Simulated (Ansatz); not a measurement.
C$_{5}$H$_{13}$FInN (`C[CH](C)[In]([F])[N](C)C`). The species carries charge 0 and has multiplicity 1. In: def2 effective core potential. The structure was optimised at the PBE0-D4/def2-TZVP level. It is one conformer, not always the lowest.

```xyz
21

C    -1.766    2.036   -1.186
C    -1.351    1.375    0.121
C    -2.559    0.943    0.942
In   -0.104   -0.330   -0.294
F    -0.984   -1.622   -1.510
N     1.674   -1.150    0.103
C     2.063   -2.417   -0.460
C     2.675   -0.567    0.953
H    -2.312    1.343   -1.832
H    -2.430    2.884   -0.983
H    -0.913    2.418   -1.753
H    -0.744    2.071    0.706
H    -2.280    0.524    1.912
H    -3.210    1.805    1.133
H    -3.159    0.197    0.415
H     2.975   -2.323   -1.071
H     1.270   -2.814   -1.096
H     2.275   -3.159    0.325
H     3.617   -0.386    0.410
H     2.344    0.392    1.361
H     2.919   -1.221    1.805
```

(1) What is the dipole moment at ωB97M-V/def2-TZVPP? (Best estimate.)

(2) And with PBE, r2SCAN, B3LYP? (Best estimate.)

(3) Give the Mulliken charges with ωB97M-V, B3LYP, PBE in def2-TZVPP. (Estimate.)

Answers

(1) Computed: 3.66 D, with components (0.74, 2.89, 2.12) D in this frame, pointing from negative to positive charge.

(2) Computed: PBE 3.54 D, r2SCAN 3.64 D, B3LYP 3.70 D.

(3) Ansatz gave: 
```json
{"atom": "C1", "ωB97M-V": "-0.34", "B3LYP": "-0.29", "PBE": "-0.29"}
{"atom": "C2", "ωB97M-V": "-0.24", "B3LYP": "-0.15", "PBE": "-0.11"}
{"atom": "C3", "ωB97M-V": "-0.35", "B3LYP": "-0.30", "PBE": "-0.29"}
{"atom": "In4", "ωB97M-V": "0.78", "B3LYP": "0.76", "PBE": "0.62"}
{"atom": "F5", "ωB97M-V": "-0.52", "B3LYP": "-0.53", "PBE": "-0.48"}
{"atom": "N6", "ωB97M-V": "-0.34", "B3LYP": "-0.30", "PBE": "-0.23"}
{"atom": "C7", "ωB97M-V": "-0.22", "B3LYP": "-0.16", "PBE": "-0.17"}
{"atom": "C8", "ωB97M-V": "-0.21", "B3LYP": "-0.14", "PBE": "-0.16"}
{"atom": "H9", "ωB97M-V": "0.14", "B3LYP": "0.11", "PBE": "0.11"}
{"atom": "H10", "ωB97M-V": "0.10", "B3LYP": "0.08", "PBE": "0.07"}
{"atom": "H11", "ωB97M-V": "0.11", "B3LYP": "0.09", "PBE": "0.09"}
{"atom": "H12", "ωB97M-V": "0.13", "B3LYP": "0.09", "PBE": "0.09"}
{"atom": "H13", "ωB97M-V": "0.11", "B3LYP": "0.09", "PBE": "0.09"}
{"atom": "H14", "ωB97M-V": "0.10", "B3LYP": "0.08", "PBE": "0.07"}
{"atom": "H15", "ωB97M-V": "0.14", "B3LYP": "0.11", "PBE": "0.11"}
{"atom": "H16", "ωB97M-V": "0.10", "B3LYP": "0.07", "PBE": "0.07"}
{"atom": "H17", "ωB97M-V": "0.12", "B3LYP": "0.11", "PBE": "0.10"}
{"atom": "H18", "ωB97M-V": "0.10", "B3LYP": "0.07", "PBE": "0.07"}
{"atom": "H19", "ωB97M-V": "0.10", "B3LYP": "0.08", "PBE": "0.08"}
{"atom": "H20", "ωB97M-V": "0.08", "B3LYP": "0.07", "PBE": "0.07"}
{"atom": "H21", "ωB97M-V": "0.10", "B3LYP": "0.08", "PBE": "0.08"}
```

B3LYP here is the variant with VWN-RPA as its local correlation; programs differ in this.
